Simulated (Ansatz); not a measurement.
Start from `CB[SiH2]O` and change one atom or group to get `CB[SiH3]`.

Ansatz, PBE0-D4/def2-TZVP geometries, multiplicity 1. Each molecule was computed in one conformer, which needn't be the lowest.

```tsv
property	`CB[SiH2]O`
HOMO–LUMO gap (PBE0/def2-TZVPP) / eV	5.68
HOMO energy (PBE/def2-TZVPP) / eV	-6.21
HOMO–LUMO gap (PBE/def2-TZVPP) / eV	3.42
HOMO–LUMO gap (B3LYP/def2-TZVPP) / eV	5.31
HOMO energy (PBE0/def2-TZVPP) / eV	-7.50
LUMO energy (ωB97M-V/def2-TZVPP) / eV	0.14
```

What does the change do to each property? (Estimate.)

Computed: 
```csv
property,`CB[SiH3]`,shift
HOMO–LUMO gap (PBE0/def2-TZVPP) / eV,6.09,0.41
HOMO energy (PBE/def2-TZVPP) / eV,-6.70,-0.49
HOMO–LUMO gap (PBE/def2-TZVPP) / eV,3.89,0.47
HOMO–LUMO gap (B3LYP/def2-TZVPP) / eV,5.72,0.41
HOMO energy (PBE0/def2-TZVPP) / eV,-7.92,-0.42
LUMO energy (ωB97M-V/def2-TZVPP) / eV,0.14,0.00
```

The zero-point energy changes by -17.9 kJ/mol with -3 modes.

B3LYP here is the variant with VWN-RPA as its local correlation; programs differ in this.
